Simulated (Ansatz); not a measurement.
C2H6F2INSi (SMILES CN(C)[Si](F)(F)I), singlet, geometry from GFN2-xTB (all electrons, no relativity), with bond 6-4 at 1.4 times its length; CASSCF(4,3)/STO-3G (Ansatz, a quantum-chemistry and plane-wave program).

Ansatz was given this input:
Ansatz 0.2 input:
```yaml
crystal:
  periodic: [false, false, false]
  atoms:
    - {symbol: C, position_ang: [-2.68484031, 1.11526040, -0.14851369]}
    - {symbol: N, position_ang: [-1.90851417, 0.03994153, -0.72615140]}
    - {symbol: C, position_ang: [-2.55589856, -1.24914249, -0.61745863]}
    - {symbol: Si, position_ang: [-0.23124510, 0.16909336, -0.91614588]}
    - {symbol: F, position_ang: [0.11162683, 1.59687120, -1.51834000]}
    - {symbol: F, position_ang: [0.43770622, -1.29643519, -2.44633451]}
    - {symbol: I, position_ang: [1.16382743, -0.14629174, 1.05760512]}
    - {symbol: H, position_ang: [-2.82951863, 0.97174240, 0.92758985]}
    - {symbol: H, position_ang: [-3.66438737, 1.14824382, -0.62906411]}
    - {symbol: H, position_ang: [-2.18225452, 2.06465056, -0.31319287]}
    - {symbol: H, position_ang: [-2.69243560, -1.54194698, 0.42903610]}
    - {symbol: H, position_ang: [-1.96025280, -2.00619148, -1.12058521]}
    - {symbol: H, position_ang: [-3.53637772, -1.19906711, -1.09461912]}
basis:
  gaussian:
    orbitals: STO-3G
hamiltonian:
  xc: hf
magnetization: {spin_polarized: false}
correlation: {active_space: {window: {electrons: 4, orbitals: 3}}}
```

It wrote (shortened):

```
Functional definition: HF
825 factors; integrals over basis functions are off by at most 3.6e-5 eV
mean field evaluation 1: about -203109.4625 eV, gradient 3.3e1 eV
mean field evaluation 2: about -203109.6475 eV, gradient 3.3e1 eV
mean field evaluation 4: about -203116.7890 eV, gradient 2.4e0 eV
mean field evaluation 8: about -203116.8299 eV, gradient 6.9e-5 eV
mean field -203116.82082594 eV, -7464.4054878274 hartree, gradient 2.7e-6 eV, S^2 0.000000; 0 other end points of the search recorded, 0 dependent functions left out
reference -203116.82082594 eV, -7464.4054878274 hartree; 55, 55 occupied and 12, 12 virtual orbitals, 825 factors
state -203118.81797389 eV, -7464.4788816608 hartree
Total energy: -203118.81797389 eV, -7464.4788816608 hartree
```
